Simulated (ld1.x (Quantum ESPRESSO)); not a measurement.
Transferability test, PAW potential for C

ld1.x (Quantum ESPRESSO) 7.5 input, shortened:

```
&input
   title='C', zed=6., rel=1, dft='PBESOL', iswitch=3,
   config='[He] 2s2 2p2 3d-2'
 /
 &inputp
   pseudotype=3, lpaw=.true., tm=.true., lloc=2,
   nlcc=.true., new_core_ps=.true.,
   which_augfun='PSQ', rmatch_augfun_nc=.true.
 /
5
2S  1  0   2.00   0.00  0.95  1.05  0.0
2S  1  0   0.00   0.55  0.95  1.05  0.0
2P  2  1   2.00   0.00  1.60  2.05  0.0
2P  2  1   0.00   1.65  1.60  2.05  0.0
3D  3  2  -2.00   0.30  2.05  2.05  0.0
 &test
   configts(1)='2s2 2p2'
 /
```

Energies are relative to the spin-unpolarised reference configuration 2s2 2p2; without spin polarisation the order of configurations can differ from experiment.

(1) Give the all-electron excitation energy and the error of the potential for: 2s2 2p1; 2s2 2p0; 2s1 2p0; 2s1 2p2; 2s2 2p1.5; 2s0 2p4; 2s1 2p3.

Levels in the configuration 2s1 2p3:

```
level  all-electron (eV)  pseudo (eV)
   2s            -14.105      -14.106
   2p             -5.668       -5.668
```

Answers

(1)

```
valence configuration  charge  ΔE all-electron (eV)  error AE − PS (meV)
              2s2 2p1      +1                10.789                 -0.6
              2s2 2p0      +2                34.807                 -4.9
              2s1 2p0      +3                82.771                  -21
              2s1 2p2      +1                19.502                 -1.2
            2s2 2p1.5    +0.5                 3.933                 -0.1
              2s0 2p4       0                16.873                 -2.0
              2s1 2p3       0                 8.427                 -0.5
```
